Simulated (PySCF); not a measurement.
**A survey of ¹⁵N NMR shifts**

PySCF 2.14 calculation with shielding tensors at PBE0/pcSseg-1 (GIAO) and coordinates at the GFN2-xTB level; single conformer, non-relativistic Hamiltonian, fast rotation and ring inversion assumed for equivalent nuclei, no solvent.

Shieldings were converted by a linear fit to measured shifts: ¹⁵N (scatter 6.3 ppm rms vs CH3NO2, solution or neat liquid). Occasional misses reach two or three times the rms, and more in compound classes unlike the fitted ones.

**Question.** Give the ¹⁵N shifts of `CCCN[Si@H]([SiH3])SC`, `C=N[Si@](N)(P)N(C)C`.

**Answer.** 
| compound | environment | δ (ppm) |
| --- | --- | --- |
| CCCN[Si@H]([SiH3])SC | nitrogen bonded to C, Si, H | -369.7 |
| [CH2:1]=[N:2][Si@:3]([NH2:4])([PH2:5])[N:6]([CH3:7])[CH3:8] | N2: imine nitrogen | 8.0 |
| [CH2:1]=[N:2][Si@:3]([NH2:4])([PH2:5])[N:6]([CH3:7])[CH3:8] | N4: nitrogen bonded to Si, 2 H | -357.5 |
| [CH2:1]=[N:2][Si@:3]([NH2:4])([PH2:5])[N:6]([CH3:7])[CH3:8] | N6: nitrogen bonded to 2 C, Si | -361.8 |

**Question.** Match the shifts -14.3, -368.9, -401.3 ppm to `CC(C)(C)S[SiH2]N[SiH3]`, `[SiH3]C[SiH2]O[Si@@H]1C=C[SiH2]N1`, `C=N[SiH2][SiH2]O[SiH3]`.

**Answer.** -14.3: C=N[SiH2][SiH2]O[SiH3] (imine nitrogen); -368.9: [SiH3]C[SiH2]O[Si@@H]1C=C[SiH2]N1 (nitrogen bonded to 2 Si, H, in a 5-membered ring); -401.3: CC(C)(C)S[SiH2]N[SiH3] (nitrogen bonded to 2 Si, H).
